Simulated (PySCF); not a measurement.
# How methods differ on the ionisation energy of Sm(57+)

Sm(57+) [He] 2s2 2p1 (2P) → Sm(58+) [He] 2s2 (1S), as a difference of total energies. All numbers are calculated (PySCF 2.14, the spin-free X2C one-electron Hamiltonian (Gaussian nucleus), in an even-tempered Gaussian basis (19 s from 32 bohr⁻², ratio 2.2; 12 p from 41 bohr⁻², ratio 2.2; 5 d from 160 bohr⁻², ratio 2.4; 5 f from 230 bohr⁻², ratio 2.4; 4 g from 350 bohr⁻², ratio 2.4)). Correlated levels: nothing frozen; virtual orbitals above 40 to 60 times the deepest correlated orbital energy dropped. The calculations carry no spin-orbit coupling.

```tsv
method	ionisation energy (eV)
UHF	12142.1
LDA	12133.7
PBE	12143.7
PBE0	12143.5
r2SCAN	12146.5
r2SCANh	12146.2
BP86	12145.8
MP2 (all electrons)	12141.7
SCS-MP2 (all electrons)	12141.3
```

A first-order spin-orbit estimate (lowest level to lowest level, LS coupling) adds 419.1 eV.

For this ion Breit and QED terms and the two-electron picture change, all absent here, outweigh the differences among the correlated methods.

First order in ζ underestimates the shift of j = l − 1/2 levels at high Z.

For comparison: 12588 ± 6 eV (theoretical estimate listed by NIST; NIST Atomic Spectra Database, ionization energies).
